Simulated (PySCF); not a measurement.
Predicted microwave data (PBE0-D3(BJ)/def2-SVP geometry optimisation, gas phase in PySCF 2.14.0) for one isomer of C9H14O:

| Item | Value |
| --- | --- |
| Rotational constants | A = 2955, B = 960.9, C = 924.5 MHz |
| Dipole components | \|μa\| = 1.24 D, \|μb\| = 0.78 D, \|μc\| = 0.18 D |
| Inertial defect | -150.30 u·Å² |
| κ | -0.96 |

Question: Which structure is it? (One computed conformer of each.)
A. `[CH3:1][O:2][C:3]1=[C:4]=[CH:5][CH2:6][CH2:7][CH2:8][CH2:9][CH2:10]1` with C1–O2–C3–C4 -4°, C4–C5–C6–C7 11°, C5–C6–C7–C8 63°, C6–C7–C8–C9 -114°, C7–C8–C9–C10 78°
B. nopinone (`CC1(C)[C@@H]2CCC(=O)[C@H]1C2`)
C. `[CH3:1][C@@:2]12[CH:3]=[CH:4][C@@:5]([CH2:6][OH:7])([CH2:8][CH2:9]1)[CH2:10]2` with C4–C5–C6–O7 66°, C5–C6–O7–H -62°
D. `[CH3:1][C:2]1=[CH:3][C:4](=[O:5])[CH2:6][C:7]([CH3:8])([CH3:9])[CH2:10]1` with C2–C3–C4–O5 -177°, C3–C4–C6–C7 -34°, C4–C6–C7–C8 -66°, C6–C7–C10–C2 -48° (isophorone)
E. `[CH3:1][CH2:2][O:3]/[CH:4]=[CH:5]\[C@@H:6]1[CH2:7][C:8]12[CH2:9][CH2:10]2` with C1–C2–O3–C4 169°, C2–O3–C4–C5 8°, C4–C5–C6–C7 -136°
F. `[CH2:1]=[C:2]1[CH2:3][C@@H:4]([CH3:5])[C@@H:6]([C:7]([CH3:8])=[O:9])[CH2:10]1` with C4–C6–C7–C8 -75°, C1–C2–C3–C4 158°, C2–C3–C4–C5 -84°, C3–C4–C6–C7 -164°, C4–C6–C10–C2 27°

Answer: C. It is C[C@@]12C=C[C@@](CO)(CC1)C2, a near-prolate asymmetric top. The candidates at the same level (rigid rotor, commonest isotopes):

| SMILES | A (MHz) | B (MHz) | C (MHz) | μa (D) | μb (D) | μc (D) | Δ (u·Å²) | point group | rotor |
| --- | --- | --- | --- | --- | --- | --- | --- | --- | --- |
| C[C@@]12C=C[C@@](CO)(CC1)C2 | 2955 | 960.9 | 924.5 | 1.24 | 0.78 | 0.18 | -150.30 | – | near-prolate asymmetric top |
| CCO/C=C\[C@@H]1CC12CC2 | 2875 | 589.0 | 553.2 | 0.15 | 1.12 | 0.18 | -120.33 | C1 | near-prolate asymmetric top |
| COC1=C=CCCCCC1 | 1748 | 1200 | 885.9 | 0.60 | 0.33 | 0.79 | -139.77 | C1 | asymmetric top |
| CC1=CC(=O)CC(C)(C)C1 | 1514 | 1338 | 851.1 | 0.89 | 4.03 | 0.45 | -117.87 | C1 | asymmetric top |
| CC1(C)[C@@H]2CCC(=O)[C@H]1C2 | 1936 | 1309 | 1171 | 2.15 | 2.20 | 0.24 | -215.58 | C1 | asymmetric top |
| C=C1C[C@@H](C)[C@@H](C(C)=O)C1 | 2406 | 922.5 | 809.8 | 0.00 | 1.91 | 2.06 | -133.82 | C1 | asymmetric top |

`CC1=CC(=O)CC(C)(C)C1` has A 49 % too low; `C=C1C[C@@H](C)[C@@H](C(C)=O)C1` has A 19 % too low; `CC1(C)[C@@H]2CCC(=O)[C@H]1C2` has B 36 % too high; `CCO/C=C\[C@@H]1CC12CC2` has C 40 % too low; `COC1=C=CCCCCC1` has A 41 % too low. No structure here is proved a minimum.
